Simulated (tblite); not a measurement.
Compound: C₄H₄O₃PS (charge -1).
Atom-mapped SMILES: `[O:1]=[P@@:2]([O-:3])([OH:4])[c:5]1[cH:6][cH:7][s:8][cH:9]1` (hydrogens: H10 on O4; H11 on C6; H12 on C7; H13 on C9)
Bond orders are those of one Lewis drawing.

Computed with GFN2-xTB (tblite), gas phase: L-BFGS steps from a force-field or distance-geometry start until the largest atomic force falls under 0.01 eV/Å.

Step 25: E = -786.7359 eV
```
atom  x, y, z in Å  |  force x, y, z in eV/Å
O1      1.6714    1.3819   -1.4849    0.031  -0.129   0.000
P2      1.6524    0.1687   -0.6306   -0.258   0.009  -0.008
O3      2.2794   -1.1216   -1.0433   -0.056   0.133  -0.020
O4      2.2933    0.5431    0.8648    0.596  -0.905   0.113
C5     -0.1101   -0.1272   -0.1189   -0.047   0.052   0.032
C6     -1.0803    0.9066   -0.0195    0.010   0.011   0.067
C7     -2.3101    0.4563    0.3268    0.022   0.031  -0.050
S8     -2.3347   -1.2629    0.5132   -0.043   0.121   0.059
C9     -0.6460   -1.3383    0.1458    0.069   0.021  -0.079
H10     2.8401   -0.2579    1.0009   -0.612   0.861  -0.048
H11    -0.8521    1.9461   -0.1932    0.057  -0.131  -0.005
H12    -3.2200    1.0100    0.4823    0.073  -0.046  -0.030
H13    -0.1877   -2.3042    0.1389    0.158  -0.027  -0.032
```

Step 26: E = -786.7506 eV
```
atom  x, y, z in Å  |  force x, y, z in eV/Å
O1      1.6723    1.3763   -1.4731   -0.001  -0.046  -0.006
P2      1.6406    0.1612   -0.6231   -0.090   0.008   0.045
O3      2.2683   -1.1235   -1.0483   -0.056   0.063  -0.013
O4      2.2840    0.5176    0.8814   -0.113   0.123  -0.106
C5     -0.1129   -0.1265   -0.1065   -0.050   0.003  -0.047
C6     -1.0807    0.9074   -0.0179    0.016   0.004   0.099
C7     -2.3118    0.4599    0.3221    0.000  -0.007  -0.047
S8     -2.3392   -1.2576    0.5094   -0.007   0.026   0.047
C9     -0.6482   -1.3395    0.1460    0.012   0.008  -0.026
H10     2.8738   -0.2220    0.9741    0.086  -0.153   0.115
H11    -0.8436    1.9419   -0.1907    0.055  -0.026  -0.019
H12    -3.2245    1.0083    0.4696    0.039   0.003  -0.021
H13    -0.1826   -2.3028    0.1392    0.109  -0.005  -0.022
```

Step 27: E = -786.7526 eV
```
atom  x, y, z in Å  |  force x, y, z in eV/Å
O1      1.6717    1.3762   -1.4770   -0.011  -0.031  -0.013
P2      1.6405    0.1632   -0.6249   -0.054   0.004   0.039
O3      2.2708   -1.1212   -1.0469   -0.064   0.042  -0.023
O4      2.2866    0.5226    0.8770   -0.017  -0.006  -0.069
C5     -0.1126   -0.1259   -0.1088   -0.038  -0.004  -0.031
C6     -1.0802    0.9074   -0.0173    0.016   0.014   0.080
C7     -2.3108    0.4596    0.3229   -0.002  -0.007  -0.037
S8     -2.3378   -1.2573    0.5111    0.004   0.010   0.044
C9     -0.6467   -1.3390    0.1451    0.005  -0.019  -0.023
H10     2.8621   -0.2312    0.9818   -0.023  -0.014   0.094
H11    -0.8443    1.9417   -0.1918    0.060  -0.017  -0.017
H12    -3.2226    1.0077    0.4727    0.024   0.013  -0.020
H13    -0.1812   -2.3031    0.1384    0.101   0.016  -0.024
```

**Question.** Estimate the geometry and energy of step 28. (The exact step hangs on the optimiser's Hessian estimate; all steps are aligned on step 27, rigid shifts and turns removed.)

**Answer.** E = -786.7544 eV, largest force 0.439 eV/Å
```
atom  x, y, z in Å  |  force x, y, z in eV/Å
O1      1.6680    1.3746   -1.4926   -0.034   0.016  -0.005
P2      1.6414    0.1695   -0.6310    0.051  -0.006   0.019
O3      2.2782   -1.1132   -1.0460   -0.086  -0.032  -0.044
O4      2.2974    0.5378    0.8633    0.175  -0.338   0.031
C5     -0.1097   -0.1233   -0.1118   -0.025  -0.035  -0.019
C6     -1.0774    0.9083   -0.0158    0.011   0.017   0.051
C7     -2.3062    0.4593    0.3264   -0.011  -0.010  -0.017
S8     -2.3321   -1.2556    0.5152    0.034  -0.050   0.042
C9     -0.6410   -1.3375    0.1424   -0.020  -0.053  -0.006
H10     2.8172   -0.2604    1.0114   -0.255   0.357   0.009
H11    -0.8457    1.9411   -0.1979    0.076   0.025  -0.008
H12    -3.2175    1.0036    0.4844   -0.005   0.048  -0.027
H13    -0.1769   -2.3037    0.1343    0.089   0.061  -0.026
```

The energy changes by -0.0018 eV. The first-order estimate −F·Δx gives -0.0055 eV and the mean of the old and new forces, exact on a quadratic surface, -0.0010 eV. The step makes an angle of 71° with the force vector and moves no atom by more than 0.061 Å.

The cost below is that of the whole relaxation. Hardware: Arm Neoverse V2, one thread, no GPU, shared host with 96 logical CPUs at a one-minute load of 29. Cost: 0.37 s.
